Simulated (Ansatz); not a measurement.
Computed with Ansatz on PBE0-D4/def2-TZVP structures; ΔE is electronic, products minus reactants. CBS: MP2 limit from def2 TZ/QZ plus the TZ coupled-cluster correction, frozen cores. Functionals use def2-TZVPP. HSE06 is defined as in plane-wave codes. def2 core potentials past Kr. For Sn outer-core shells are correlated without core-valence functions, which leaves a few kJ/mol of doubt a bond. One conformer a species, not always the lowest.

Consider the ligand exchange at the Si–N bond: `C/C(Cl)=N\[SiH3]` + `[OH][SnH2][Cl]` → `[SiH3][O][SnH2][Cl]` + `CC(=N)Cl`.

```csv
level,ΔE (kJ/mol),difference from CCSD(T)/CBS
LDA (SPW92),-55.7,17.8
PBE-D4,-58.6,14.9
BLYP-D4,-62.8,10.7
B2PLYP,-70.3,3.2
PBE-QIDH,-69.7,3.8
PBE,-58.8,14.7
r2SCAN,-67.8,5.7
r2SCANh,-68.7,4.8
HSE06,-63.8,9.7
BHLYP,-74.1,-0.6
HF/def2-SVP,-88.6,-15.1
MP2/def2-SVP,-80.0,-6.5
HF/def2-TZVPP,-84.3,-10.8
CCSD(T)/def2-TZVPP,-74.7,-1.2
HF/CBS(def2),-85.1,-11.6
MP2/CBS(def2),-70.3,3.2
CCSD(T)/CBS,-73.5,0
```

Largest T1 diagnostic among the species: 0.013.

From PBE to PBE0 (25 % exact exchange), in def2-TZVPP and without D4, ΔE moves by −5.3 kJ/mol. Leaving LDA and LC-ωPBE aside and taking each functional with its dispersion term where it has one, the values, not all of them listed here, spread over 18.8 kJ/mol, from BHLYP-D4 to revPBE-D4. LDA lies +3.1 kJ/mol from PBE without D4. At CCSD(T), def2-SVP lies −9.5 kJ/mol from the extrapolated value and def2-TZVPP −1.2 kJ/mol.
